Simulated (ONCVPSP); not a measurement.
# Which change was made? (Zn, ONCV)

* Element: zinc (Zn)
* Generator: ONCVPSP 4.0.1
* Type: optimised norm-conserving Vanderbilt (ONCV)
* Functional: PBE
* Relativity: scalar-relativistic
* Frozen core: [Ar]
* Valence charge: 12
* Reference configuration: 3d10 4s2
* Partial waves: 4s: rc 2.20 bohr, ncon 3, nbas 7, qcut 2.6 1/bohr, 1 projector; p scattering state at 0.24 Ha: rc 2.15 bohr, ncon 4, nbas 8, qcut 3.4 1/bohr, 2 projectors, debl 3.8 Ha; 3d: rc 1.30 bohr, ncon 4, nbas 9, qcut 9.6 1/bohr, 1 projector
* Local potential: polynomial inside 0.80 bohr (lpopt 5, dvloc0 0 Ha)
* Core correction: none

In the p channel the program set the typed energies aside and used 0.050, 3.850 Ha.

Cutoffs, loose and tight: the cutoffs (Ha) at which the residual kinetic energy of the hardest occupied pseudo-wave falls to 1 and 0.1 mHa per electron. They do not see the model core or the augmentation charge, which bear on the density cutoff. Test errors are all-electron minus pseudo excitation energies from the reference, over the configurations 3d10 4s1; 3d10 4s0; 3d9 4s0; 3d8 4s0; variants that change the core or the reference have their own tests.

The base gives: outcome: generated, projector energies reset by the program; cutoff, loose: 50 Ha; cutoff, tight: 174 Ha; bound ghosts: s; GHOST(+) flags above zero: p; largest test error (meV): -639.

Q: After one change the result is: outcome: generated, projector energies reset by the program; cutoff, loose: 147 Ha; cutoff, tight: 188 Ha; bound ghosts: s; GHOST(+) flags above zero: p; largest test error (meV): -610. Which change was it?
A. d: qcut 12.2
B. d: qcut 8.8
C. d: qcut 6.6
D. d: qcut 14.3

A: B. The others give: d: qcut 12.2 → outcome: generated, projector energies reset by the program; cutoff, loose: 60 Ha; cutoff, tight: 67 Ha; bound ghosts: s; GHOST(+) flags above zero: p; largest test error (meV): -686 | d: qcut 14.3 → outcome: generated, projector energies reset by the program; cutoff, loose: 71 Ha; cutoff, tight: 81 Ha; bound ghosts: s; GHOST(+) flags above zero: p; largest test error (meV): -702 | d: qcut 6.6 → outcome: generated, projector energies reset by the program; cutoff, loose: 192 Ha; cutoff, tight: 282 Ha; bound ghosts: s; GHOST(+) flags above zero: p; largest test error (meV): -479.
